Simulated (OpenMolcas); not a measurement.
Mn2+ with its 6 nearest chloride ions at 2.671 Å, on the Na site of NaCl (a = 5.64056 Å, distance in the model lattice 2.820 Å). The rest of the host is ab initio model potentials to 7.6 Å, with orthogonalisation functions on the cations behind the ligands, and point charges beyond; the distance is set by hand and nothing relaxes, and no local charge compensation is placed. Ligand basis ANO-RCC-VDZP.

```
Program             : OpenMolcas
Method              : CASSCF
Basis               : ANO-RCC-VDZP [5s4p2d1f]
Scalar Hamiltonian  : DKH2, point nucleus
Active space        : 5 electrons in 5 orbitals (3d)
State averaging     : 2S+1 = 6 even, 1 root; 2S+1 = 4 even, 24 roots; 2S+1 = 2 even, 75 roots
Spin-orbit coupling : state interaction with AMFI integrals over the reference wave functions
```

(1) What is the spin-free ground state (labels of O, the rotations of Oh)?

(2) What are the lowest two levels with spin-orbit coupling?

(3) What is χT at 300 K, and how does it compare with the textbook value?

(4) Which ligand-field parameters describe the states?

Answers

(1) 6A1, 1-fold in its orbital part, 100 % from free-ion S terms; it has the highest spin that d5 allows.

(2) A 6-fold level, then a 2-fold level 28924 cm-1 above it. Their leading multiplicities are 6 (100 %) and 4 (100 %).

(3) The lowest level has 2S+1 = 6, for which the spin-only value is χT = S(S+1) / 2 = 4.375 cm3 K/mol (g = 2). The computed 4.386 at 300 K differs by +0.011, little more than the free-electron g of 2.0023 accounts for.

(4) A least-squares ligand-field fit to the states below 45000 cm-1, each weighted by its degeneracy and with a free common offset, gives 10Dq = 4003 cm-1, B = 1081 cm-1 and C = 4006 cm-1 (C/B = 3.71), with an rms deviation of 33 cm-1. The same method and metal basis give the free ion B = 1108 cm-1 (fit to its terms below 60000 cm-1, rms deviation 53 cm-1), so the nephelauxetic ratio is β = 1081 / 1108 = 0.98; it hangs on how both fits weigh the states, and computed free-ion B values tend to be too large, so β mixes covalency with correlation.

Without dynamic correlation the repulsion within the d shell is too large (B by tens of per cent), so at a given field states of lower spin stand too high. Ligand-to-metal charge-transfer states are missing. With no ligand orbital active B as a rule stays too high, so bands that hang on it stand too high and its fall with covalency is understated. With metal d orbitals alone and no dynamic correlation the field as a rule comes out too small, by tens of per cent, by up to half for chloride and softer ligands. A group larger than the point group allows holds several states that coincide in this model. No measured value stands beside these numbers; the geometry was set by hand and not optimised.
